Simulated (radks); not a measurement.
All-electron atom: Gd in [Xe] 4f7 5d1 6s2. All-electron calculation, Dirac Kohn-Sham, BLYP, spin-unpolarised, spherical densities, point nucleus; open shells are shared between the two j in proportion to 2j + 1. Program: a radial shooting solver on a logarithmic mesh with Libxc functionals.

Normalised radial functions P(r) = r R(r) (large component), r in bohr:

| r | 5p3/2 |
|---|---|
| 0.002306 | 0.0030 |
| 0.003668 | 0.0071 |
| 0.005833 | 0.0163 |
| 0.009277 | 0.0358 |
| 0.01464 | 0.0728 |
| 0.02328 | 0.1337 |
| 0.03702 | 0.2014 |
| 0.05888 | 0.2013 |
| 0.09365 | 0.0199 |
| 0.1489 | -0.2688 |
| 0.2369 | -0.1919 |
| 0.3737 | 0.3450 |
| 0.5944 | 0.3057 |
| 0.9453 | -0.5635 |
| 1.503 | -0.8993 |
| 2.391 | -0.4512 |
| 3.803 | -0.0855 |
| 6.048 | -0.0046 |
| 9.543 | 0.0000 |

5p3/2: eigenvalue -25.726 eV, 3 radial nodes at r = 0.0967, 0.283, 0.712 bohr, <r> = 1.59 bohr, 90 % of the charge inside 2.34 bohr.
